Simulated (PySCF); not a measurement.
CH7AlO2Si, SMILES C[SiH2][Al]([OH])[OH]. Atoms are numbered in the order given.

```xyz
12

Si    -0.7486     1.3295     0.0000
C      0.6846     2.5613     0.0000
Al     0.0335    -0.9692     0.0000
O      1.7196    -1.2229     0.0000
O     -1.0979    -2.2418     0.0000
H     -1.6198     1.5685    -1.1989
H     -1.6198     1.5685     1.1989
H      1.3177     2.4173     0.8884
H      0.3161     3.5984     0.0000
H      1.3177     2.4173    -0.8884
H      2.2116    -2.0444     0.0000
H     -0.9603    -3.1891     0.0000
```
Charge 0, spin multiplicity 1.

Geometry optimised at PBE0-D3(BJ)/def2-SVP. The structure was generated by enumeration; whether it is a known compound was not checked. One conformer was computed; it need not be the lowest.

Method: HF/def2-TZVP (PySCF).

Symmetry labels are those of the subgroup Cs that the program uses (full group Cs).

**Question.** List the valence orbital energies around the gap with their symmetry. (An estimate is asked for; the answer gives what the named calculation found.)

**Answer.** 
```json
[
 {"orbital": "HOMO−7", "symmetry": "A'", "energy (eV)": "-15.02"},
 {"orbital": "HOMO−6", "symmetry": "A'", "energy (eV)": "-14.73"},
 {"orbital": "HOMO−5", "symmetry": "A\"", "energy (eV)": "-13.77"},
 {"orbital": "HOMO−4", "symmetry": "A'", "energy (eV)": "-13.46"},
 {"orbital": "HOMO−3", "symmetry": "A\"", "energy (eV)": "-13.28"},
 {"orbital": "HOMO−2", "symmetry": "A\"", "energy (eV)": "-12.41"},
 {"orbital": "HOMO−1", "symmetry": "A'", "energy (eV)": "-12.12"},
 {"orbital": "HOMO", "symmetry": "A'", "energy (eV)": "-10.24"},
 {"orbital": "LUMO", "symmetry": "A\"", "energy (eV)": "2.23"},
 {"orbital": "LUMO+1", "symmetry": "A'", "energy (eV)": "2.61"},
 {"orbital": "LUMO+2", "symmetry": "A'", "energy (eV)": "3.04"},
 {"orbital": "LUMO+3", "symmetry": "A'", "energy (eV)": "3.99"}
]
```
